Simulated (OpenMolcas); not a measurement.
**Computed transition rates of Kr3+**

| Item | Value |
| --- | --- |
| Program | OpenMolcas 26.06 |
| Method | RASSCF |
| Basis | ANO-RCC-VQZP [7s6p4d2f1g] |
| Scalar Hamiltonian | DKH2, point nucleus |
| Active space | 3 electrons in 9 orbitals (RAS2 4p; RAS3 4d 5s, at most 1 electron) |
| State averaging | 2S+1 = 4 odd, 1 root; 2S+1 = 2 odd, 8 roots; 2S+1 = 4 even, 18 roots; 2S+1 = 2 even, 54 roots |
| Spin-orbit coupling | RASSI with atomic mean-field integrals over the reference wave functions, term energies averaged over their components |

Rates come from the transition moments of the reference wave functions (E1 and E2 in the length form). At fixed line strength A goes as λ^-3 for E1 and M1 and as λ^-5 for E2, so a rate at the computed wavelength can be rescaled to the measured one. Measured vacuum wavelengths follow from level energies in Saloman, J. Phys. Chem. Ref. Data 36, 215 (2007). Branching counts decays inside the model space alone, at computed energies, and the table is only a selection of the E1 lines, drawn from those between levels with measured partners whose computed energy lies within a factor of 1.5 of the measured one.

```csv
Upper,Lower,Type,λ computed (nm),λ measured (nm),A computed (s-1),A rescaled (s-1),Branching %
4s2 4p2 4d 2F 7/2(2),4s2 4p3 2D* 5/2,E1,47.08,49.39,5.90e+10,5.11e+10,100.0
4s2 4p2 4d 2F 5/2(2),4s2 4p3 2D* 3/2,E1,47.11,49.27,5.36e+10,4.69e+10,96.8
4s2 4p2 5s 4P 5/2 [66 %],4s2 4p3 2D* 5/2,E1,53.83,52.81,6.24e+09,,75.3
4s2 4p2 5s 2D 3/2,4s2 4p3 2P* 1/2,E1,52.9,52.09,5.91e+09,6.19e+09,74.1
4s2 4p2 5s 4P 1/2,4s2 4p3 4S* 3/2,E1,48.88,49.41,5.42e+09,5.25e+09,97.2
4s2 4p2 5s 2P 1/2,4s2 4p3 2D* 3/2,E1,52.71,52.12,4.70e+09,4.86e+09,83.6
4s2 4p2 5s 2D 5/2,4s2 4p3 2P* 3/2,E1,53.03,52.66,4.39e+09,4.48e+09,54.2
4s2 4p2 5s 2P 3/2 [66 %],4s2 4p3 2D* 5/2,E1,52.21,51.82,4.05e+09,4.14e+09,67.1
4s2 4p2 5s 2D 5/2,4s2 4p3 2D* 3/2,E1,48.41,48.48,2.59e+09,2.58e+09,32.0
4s2 4p2 5s 4P 5/2 [66 %],4s2 4p3 4S* 3/2,E1,47.85,48.06,1.48e+09,1.46e+09,17.8
4s2 4p2 5s 2P 3/2 [66 %],4s2 4p3 2D* 3/2,E1,51.88,51.37,1.42e+09,1.46e+09,23.6
4s2 4p2 5s 2D 3/2,4s2 4p3 2D* 3/2,E1,48.7,48.54,1.35e+09,1.36e+09,16.9
4s2 4p2 4d 4D 3/2,4s2 4p3 2D* 5/2,E1,63.88,61.61,3.47e+08,,49.5
4s2 4p2 5s 4P 3/2,4s2 4p3 2D* 3/2,E1,54.25,53.14,2.48e+08,,78.7
4s2 4p2 4d 4D 3/2,4s2 4p3 4S* 3/2,E1,55.62,55.25,1.81e+08,1.85e+08,25.8
4s2 4p2 4d 4D 1/2,4s2 4p3 2D* 3/2,E1,63.48,61.11,1.22e+08,,50.9
4s2 4p2 4d 4D 1/2,4s2 4p3 4S* 3/2,E1,55.7,55.34,4.31e+07,4.39e+07,17.9
4s2 4p2 4d 4D 1/2,4s2 4p3 2P* 1/2,E1,70.81,66.83,4.11e+07,,17.1
4s2 4p2 4d 4F 3/2,4s2 4p3 2D* 3/2,E1,66.79,64.23,3.30e+07,,76.5
4s2 4p2 4d 2F 7/2(1),4s2 4p3 2D* 5/2,E1,60.89,59.57,2.31e+07,2.47e+07,100.0
4s2 4p2 4d 4F 5/2,4s2 4p3 4S* 3/2,E1,57.77,57.44,1.39e+07,1.41e+07,37.7
4s2 4p2 4d 4F 7/2,4s2 4p3 2D* 5/2,E1,65.88,63.48,1.21e+07,,100.0
4s2 4p2 4d 4F 5/2,4s2 4p3 2D* 5/2,E1,66.73,64.35,1.08e+07,,29.1
4s2 4p2 4d 4F 5/2,4s2 4p3 2D* 3/2,E1,66.19,63.67,1.02e+07,,27.6
4s2 4p2 4d 4D 7/2 [73 %],4s2 4p3 2D* 5/2,E1,63.3,61.7,1.62e+06,,100.0
```

Spin-changing lines and M1 lines between different terms are not rescaled, since their strength hangs on the term gaps too.

The largest correction is for 4s2 4p2 4d 2F 7/2(2) → 4s2 4p3 2D* 5/2 (E1): 5.90e+10 × (47.08 / 49.39)^3 = 5.11e+10 s-1, a factor of 0.87.

The computed rate and branching of 4s2 4p2 4d 2F 7/2(2) → 4s2 4p3 2D* 5/2 give the upper level a radiative lifetime of 1.000 / 5.90e+10 s-1 = 1.69e-11 s, counting decays inside the model space alone. The rescaled rate gives about 2.0e-11 s.

The computed order of these levels differs from the measured one in 2 places, and where term gaps are wrong the rates of spin-changing lines can be off by large factors.

No measured rate stands beside these. Rescaling mends the energy factor alone: line strengths can still be far off where a level mixes with configurations outside the active space, and weak or spin-changing lines hang on small mixing coefficients that depend on the term gaps too, so rescaling need not improve them.

Some levels mix across a computed gap that differs much from the measured one, so their mixing is not that of the real levels. ANO sets are built for valence states and can reach diffuse excited orbitals poorly, and with the s shell closed the s pⁿ⁺¹ terms that mix with these levels are absent. With the s shell closed, the reference lacks s² → p² mixing. Measured partners are found by configuration, term and J. A level has none where our copy of the source lacks it or the pairing is in doubt (some pairs that miss far off the trend of their configuration count as doubtful). Levels of configurations outside the active space are missing.

A share in square brackets marks a mixed level and gives the weight of the term that names it. A number in round brackets counts repeated terms of one configuration in the order of the reference energies. * marks odd parity.
